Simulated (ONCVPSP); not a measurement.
## Potentials for copper compared

Generated with ld1.x 7.5 (TM, RRKJ, ultrasoft, PAW), atompaw 4.2 or ONCVPSP 4.0.1. The cutoff is in Ry: for ld1.x and atompaw files where the sum of valence levels is converged to 10 mRy in a Bessel basis, for ONCV files where the hardest occupied wave has 1 mHa per electron of residual kinetic energy. The error is the largest all-electron minus pseudo excitation energy over each file’s own four to seven test configurations (ionisations up to +4, promotions, holes and added fractions of an electron), all of which were solved. The labels leave out finer settings (local radius, basis sizes, second energies), which also bear on the numbers. Spin-polarised tests are not counted. The rows are a selection from randomly drawn settings: files with unsolved tests, undetermined cutoffs or missed reference levels are left out.

A true bound ghost makes a file unfit for plane-wave use even where its test errors are small: the radial tests pick states by their node count and pass the ghost by.

| potential | cutoff (Ry) | largest error (meV) | bound ghosts |
| --- | --- | --- | --- |
| ONCV, LDA (Perdew-Wang 92), scalar-relativistic, rc 0.70/0.75/1.40 (spd), local smoothed, core correction yes, reference 3s2 3p6 3d10, qcut 8.5/12.2/8.7, projectors 2/2/2 | 684 | +922 | none |
| ONCV, PBE, fully relativistic, rc 0.65/0.85/0.75 (spd), local smoothed, core correction no, reference 3s2 3p6 3d10, qcut 9.7/18.7/11.1, projectors 3/1/2 | 712 | +48 | s |
| ONCV, BLYP, fully relativistic, rc 1.10/0.75/1.35 (spd), local smoothed, core correction yes, reference 3s2 3p6 3d9 4s2, qcut 8.6/12.5/10.9, projectors 2/2/2 | 115 | +40 | none |
| ONCV, PW91, scalar-relativistic, rc 0.90/1.00/0.80 (spd), local smoothed, core correction yes, reference 3s2 3p6 3d8, qcut 11.5/14.2/15.6, projectors 2/3/2 | 219 | +34 | none |
| ONCV, PBE, scalar-relativistic, rc 0.95/0.65/1.35 (spd), local smoothed, core correction yes, reference 3s2 3p6 3d9 4s2, qcut 9.7/15.2/10, projectors 3/2/3 | 189 | -120 | s |

Problem. Fill in the row for Cu: ONCV, PBE, scalar-relativistic, rc 1.20/0.65/1.45/1.30 (spdf), local smoothed, core correction yes, reference 3s2 3p6 3d9.5, qcut 9.2/14.2/10.2/9.1, projectors 2/2/3/2.

Solution. cutoff 181 Ry, largest error +786 meV, bound ghosts: none.
